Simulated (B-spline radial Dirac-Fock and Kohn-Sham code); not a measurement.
# Atomic SCF run for Br

ΔSCF core binding energies without Breit or QED terms, calculated with a B-spline atomic structure program. Keys: rel is the Hamiltonian (dirac, or spin-free x2c and nr, where L3 and M5 stand for the whole 2p and 3d shells), method is hf or an exchange,correlation pair (spin-unpolarised, also for the hole states), nuc the nuclear model, radius_factor scales its radius, rmax is the box in bohr, h the logarithmic mesh step, order the B-spline order, points the quadrature points per cell, c_factor scales the speed of light, and damp, ndamp, maxit and tol steer the iteration. The run stops when the commutator error falls below 10·tol·max(1, Z/10), or the numerical noise floor, and the energy has settled to about 1e-8 Ha; the virial ratio is −V/T.

Input (task.json):

```json
{"items": [{"Z": 35, "q": 0, "cfg": [[1, 0, 2], [2, 0, 2], [2, 1, 6], [3, 0, 2], [3, 1, 6], [3, 2, 10], [4, 0, 2], [4, 1, 5]], "A": 79, "rrms": 4.1629, "do": "settings", "holes": ["K", "L3", "M5"],
  "settings": [{"rel": "dirac", "method": "pbee", "nuc": "fermi", "radius_factor": 1.0, "rmax": 45.0, "h": 0.3, "order": 8, "points": 10, "c_factor": 1.0, "maxit": 71, "damp": 0.5, "ndamp": 3, "tol": 1e-08}]}]}
```

Command: `python xray2_run.py task.json out`

The program stops without a result: KeyError: "LibXCFunctional: name 'PBEE' not found.".

Problem. One setting is unsound. Which, and why?

Solution. method names a functional that the program does not serve. With the default settings (Dirac Hartree-Fock): The ground state converged in 10 iterations, with total energy -2605.02339 Ha, virial ratio 1.97482 and highest orbital energy -12.23 eV. ΔSCF binding energies: K (1s) 13511.8 eV, M5 (3d5/2) 76.56 eV. Holes are computed only in closed shells, and unreliable hole states are left out.
